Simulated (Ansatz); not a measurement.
A structure drawn as `NC=NBF`, with this starting geometry:

Cartesian coordinates in Å:
```
N -1.502 -0.659 -0.887
C -0.238 -0.250 -0.516
N -0.039 0.317 0.624
B 1.422 0.705 1.154
F 1.560 1.338 2.396
H -2.371 -0.465 -0.219
H -1.719 -1.078 -1.794
H 0.597 -0.430 -1.170
H 2.290 0.523 0.412
```

Total charge 0; spin multiplicity 1.

(1) Relax it with Ansatz at PBE-D4/def2-SVP and then PBE0-D4/def2-TZVP. Is the drawn bonding still there?

(2) Give the relaxed structure. (An estimate is asked.)

Atoms count as bonded under 1.1 times the sum of their covalent radii (H–H under 0.85 Å, pairs among N, O and F under 1.55 Å), and a drawn bond as lost past 1.3 times.

Results:

(1) Yes, every drawn bond is still there and no new one forms.

(2) Computed: 
Z-matrix (Å, degrees):
```
N
C 1 1.336
H 1 1.007 2 118.7
H 1 1.003 2 121.7 3 180.0
N 2 1.281 1 122.7 3 0.1
H 2 1.100 1 113.5 3 -180.0
B 5 1.416 2 116.7 1 -179.9
F 7 1.329 5 119.6 2 -179.7
H 7 1.208 5 123.7 2 0.3
```
All modes are real.
